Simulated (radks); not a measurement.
All-electron atom: Cd in [Kr] 4d10 5s2. All-electron calculation, Dirac Kohn-Sham, exchange-only PBE, spin-unpolarised, spherical densities, finite nucleus; Fermi nuclear charge, rms radius 4.6087 fm. Program: a radial shooting solver on a logarithmic mesh with Libxc functionals. Some entries of the table are withheld. Estimate them.

| orbital | occ. | eigenvalue (eV) | <1/r> (bohr^-1) | r(max) (bohr) |
|---|---|---|---|---|
| 1s1/2 | 2 | -26508.49 | 50.64 | 0.01968 |
| 2s1/2 | 2 | -3933.625 | 11.69 | 0.1114 |
| 2p1/2 | 2 | -3662.124 | 11.67 | 0.08596 |
| 2p3/2 | 4 | -3469.630 | 10.94 | 0.09031 |
| 3s1/2 | 2 | -732.1375 | 4.104 | 0.3241 |
| 3p1/2 | 2 | -623.3339 | 4.011 | 0.3104 |
| 3p3/2 | 4 | -588.9628 | 3.831 | 0.3205 |
| 3d3/2 | 4 | -396.3777 | 3.671 | 0.2641 |
| 3d5/2 | 6 | -389.3920 | 3.624 | 0.2669 |
| 4s1/2 | 2 | -104.7888 | 1.582 | (1) |
| 4p1/2 | 2 | -69.9057 | 1.460 | 0.8286 |
| 4p3/2 | 4 | -64.0677 | 1.402 | 0.8534 |
| 4d3/2 | 4 | (2) | 1.061 | (3) |
| 4d5/2 | 6 | (4) | 1.044 | (5) |
| 5s1/2 | 2 | -4.9982 | 0.4346 | 2.351 |

Answer. 
(1) 4s1/2 r(max) (bohr): 0.7955
(2) 4d3/2 eigenvalue (eV): -11.1424
(3) 4d3/2 r(max) (bohr): 0.9746
(4) 4d5/2 eigenvalue (eV): -10.4475
(5) 4d5/2 r(max) (bohr): 0.9855
